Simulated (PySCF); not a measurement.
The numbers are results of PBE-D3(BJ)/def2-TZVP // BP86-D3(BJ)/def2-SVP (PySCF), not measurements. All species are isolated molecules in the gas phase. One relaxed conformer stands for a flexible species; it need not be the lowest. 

Reference species: [V(=O)(NH2)3] (neutral, multiplicity 1).

```json
{
  "mean_distance_from_the_central_atom_to_its_bonded_neighbours": "1.783 Å",
  "charge on the central atom (Mulliken)": "1.38 e",
  "LUMO": "-2.30 eV",
  "HOMO–LUMO gap": "2.86 eV"
}
```

Changed species: [W(=O)(NH2)4] (M = W, oxo; the reference has M = V, oxo).

Question: Predict the effect on the mean distance from the central atom to its bonded neighbours, charge on the central atom (Mulliken), LUMO and HOMO–LUMO gap.

Answer: the mean distance from the central atom to its bonded neighbours increases by 0.167 Å, to 1.950 Å; the charge on the central atom (Mulliken) drops by 0.16 e, to 1.22 e; the LUMO hardly moves; the HOMO–LUMO gap goes up by 0.26 eV, to 3.12 eV.
